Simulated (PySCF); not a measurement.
## Unknown compound

An unknown has the formula C7H10Si. Its calculated NMR data are:

$^{1}$H NMR (400 MHz, computed): δ 7.86 (d, 1H), 7.63 (m, 1H), 7.51 (m, 1H), 7.45 (m, 1H), 4.50 (s, 3H), 2.56 (s, 3H).

$^{13}$C{$^{1}$H} NMR (computed): δ 150.2 (C), 142.7 (CH), 136.7 (CH), 134.6 (C), 134.1 (CH), 130.4 (CH), 25.2 (CH3).

Method: NMR shieldings at PBE0/pcSseg-1/GIAO, geometry from GFN2-xTB, in PySCF 2.14.0 with density-fitted response routines (non-relativistic Hamiltonian, a single conformation, isolated molecule, one averaged value for each set of equivalent atoms).

References, each an isolated molecule treated in the same way: TMS for $^{1}$H and $^{13}$C.

Q: Propose a structure and justify it.

A: 
- The formula gives 4 degrees of unsaturation (1 ring in the answer).
- 7 carbon signals for 7 carbons: no two carbons are equivalent.
- Carbon types of the structure: 2 × C, 4 × CH, 1 × CH3, leaving 3 H on heteroatoms.
- δC 150.2, 134.6: substituted aromatic carbon.
- δC 142.7, 136.7, 134.1, 130.4: aromatic CH.
- δC 25.2: methyl carbon on an aromatic ring; saturated and bonded to C and H only.
- δH 7.86, 7.63, 7.51, 7.45: hydrogen on an aromatic CH; ring-current deshielding.
- δH 4.50: hydrogen on a silicon bonded to C.
- δH 2.56: hydrogen on a methyl carbon on an aromatic ring; benzylic-type position, deshielded by the ring.

The compound is `InChI=1S/C7H10Si/c1-6-4-2-3-5-7(6)8/h2-5H,1,8H3`.

The data come from this structure; uniqueness wasn't tested.

Shifts are as computed. Against solution values, carbons near 30 ppm lie about +3 ppm off and those near 130 ppm about +5 ppm. Of 1211 compounds with measured shifts, 218 miss one by over three times the rms of a fit or turn the order of signals round; such compounds aren't used in these exercises. Multiplicities follow the n + 1 count of equivalent neighbours, as no J values were calculated; m marks all less simple cases, F and P coupling included.
